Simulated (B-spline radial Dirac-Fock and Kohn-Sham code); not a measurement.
Os 5p3/2: cross section and angular parameters

System: atomic osmium, configuration [Xe] 4f14 5d6 6s2; threshold 52.50 eV (orbital energy of the model). Method: Dirac-Hartree-Slater photoionisation with a Latter tail; cross sections with all multipoles, angular parameters from the dipole term and its interference with E2. Computed with an atomic code on a B-spline grid.

Input of the calculation (task.json; shells as n, l, electrons):

```json
{"items": [{
  "Z": 76,
  "q": 0,
  "cfg": [[1, 0, 2], [2, 0, 2], [2, 1, 6], [3, 0, 2], [3, 1, 6], [3, 2, 10], [4, 0, 2], [4, 1, 6], [4, 2, 10], [4, 3, 14], [5, 0, 2], [5, 1, 6], [5, 2, 6], [6, 0, 2]],
  "A": 192,
  "rrms": 5.4126,
  "do": "xps",
  "hv": [53.6, 60.6, 66.7, 81.8, 193.0, 200, 320.0, 400, 461.0, 688.0, 771.0, 773.0, 778.0, 1000, 1840.0, 2000, 2480.0, 2984.4, 3220.0, 3990.0, 4000, 5230.0, 6000, 6960.0, 7420.0, 7690.0, 7800.0, 7840.0, 11100.0, 15000],
  "edges": {"K": 73871.0, "L1": 12968.0, "L2": 12385.0, "L3": 10871.0, "M1": 3049.0, "M2": 2792.0, "M3": 2457.0, "M4": 2031.0, "M5": 1960.0, "N1": 658.2, "N2": 549.1, "N3": 470.7, "N4": 293.1, "N5": 278.5, "O1": 84.0}
}]}
```

Launch: `python xray2_run.py task.json out`

For linearly polarised light dσ/dΩ = σ/(4π) [1 + β P₂(cos θ) + (δ + γ cos²θ) sin θ cos φ], with θ from the polarisation vector and φ the angle between the beam and the projection of the electron momentum on the plane normal to the polarisation.

| hν (eV) | σ (kb) | β | γ | δ |
| --- | --- | --- | --- | --- |
| 66.7 | 1990 | 1.945 | -0.101 | 0.007 |
| 81.8 | 966 | 1.565 | 0.160 | -0.017 |
| 193 | 154 | -0.172 | -0.048 | 0.018 |
| 200 | 149 | -0.138 | -0.061 | 0.022 |
| 320 | 94.4 | 0.484 | 0.018 | 0.041 |
| 400 | ? | ? | ? | ? |
| 461 | 63.7 | 0.903 | 0.185 | 0.031 |
| 688 | 38.8 | 1.234 | 0.286 | 0.015 |
| 771 | 33.3 | 1.308 | 0.290 | 0.011 |
| 773 | 33.2 | 1.309 | 0.290 | 0.011 |
| 778 | 32.9 | 1.313 | 0.290 | 0.011 |
| 1000 | 23.1 | 1.448 | 0.260 | 0.004 |
| 1840 | 8.91 | 1.658 | 0.061 | -0.001 |
| 2000 | 7.73 | 1.676 | 0.033 | -0.001 |
| 2480 | 5.29 | 1.715 | -0.023 | 0.001 |
| 2984.4 | 3.76 | 1.738 | -0.045 | 0.003 |
| 3220 | 3.26 | 1.745 | -0.044 | 0.003 |
| 3990 | 2.14 | 1.757 | -0.009 | 0.006 |
| 4000 | 2.13 | 1.757 | -0.008 | 0.006 |
| 5230 | 1.22 | 1.757 | 0.116 | 0.010 |
| 6000 | 0.908 | 1.752 | 0.216 | 0.012 |
| 6960 | 0.653 | 1.741 | 0.349 | 0.015 |
| 7420 | 0.565 | 1.735 | 0.414 | 0.016 |
| 7690 | 0.521 | 1.731 | 0.452 | 0.017 |
| 7800 | 0.504 | 1.729 | 0.468 | 0.017 |
| 7840 | 0.498 | 1.729 | 0.474 | 0.017 |
| 11100 | 0.219 | 1.678 | 0.925 | 0.027 |
| 15000 | 0.103 | 1.614 | 1.404 | 0.041 |

Q: Give the values at 400 eV.

A: σ = 74.7 kb, β = 0.756, γ = 0.123, δ = 0.036.
